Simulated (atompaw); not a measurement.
**nickel: one change to a PAW (atompaw) potential, before and after**

```json
{"Element": "nickel", "Generator": "atompaw 4.2.0.5", "Type": "PAW", "Functional": "PBEsol", "Relativity": "scalar-relativistic", "Frozen core": "[Ne]", "Valence charge": "18", "Reference configuration": "3s2 3p6 3d8.5 4s1.5 4p0", "Partial waves": "3s (bound): rc 0.80 bohr; 4s (bound): rc 1.05 bohr; 3p (bound): rc 1.10 bohr; 4p (bound, empty): rc 1.65 bohr; 3d (bound): rc 1.65 bohr; 3d channel at 0.75 Ry: rc 1.65 bohr", "Local potential": "vpsmatchnc scheme with l = 3 at 0 Ry, radius 1.45 bohr", "Core correction": "smooth core density matched at 1.55 bohr", "Augmentation charge": "sinc compensation charge, radius 1.25 bohr; PAW radius 1.65 bohr; waves and projectors: custom rrkj gramschmidtortho"}
```

Change: wave 3d (bound): rc 1.65 bohr becomes 3d (bound): rc 0.90 bohr.

Cutoffs: the cutoffs (Ry, on a coarse ladder) from which the occupation-weighted sum of valence levels, in a spherical-Bessel basis at the reference potential, stays within 10 and 1 mRy of its value at 400 Ry; they do not see the model core or the augmentation charge, which bear on the density cutoff.

Question: What does the change do?

Answer: The potential gets harder (80 Ry and 160 Ry → 180 Ry and 300 Ry); neither file shows a bound ghost.

```tsv
quantity	base	changed
cutoff, loose	80 Ry	180 Ry
cutoff, tight	160 Ry	300 Ry
loose cutoff by channel (10 mRy a level)	s 40 Ry, p 60 Ry, d 30 Ry	s 40 Ry, p 60 Ry, d 110 Ry
bound ghosts	none	none
s: phases at 1.66 bohr within 0.05 rad from the reference energy up to (Ry; the scan ends near 5)	to the end of the scan	to the end of the scan
p: phases at 1.66 bohr within 0.05 rad from the reference energy up to (Ry; the scan ends near 5)	1.4	1.4
d: phases at 1.66 bohr within 0.05 rad from the reference energy up to (Ry; the scan ends near 5)	2.8	3.1
lowest overlap eigenvalue by channel	s 0.14, p 0.52, d 0.32	s 0.14, p 0.52, d 0.92
```

 The cutoffs see the waves, projectors and local potential, not the compensation charge or the core.
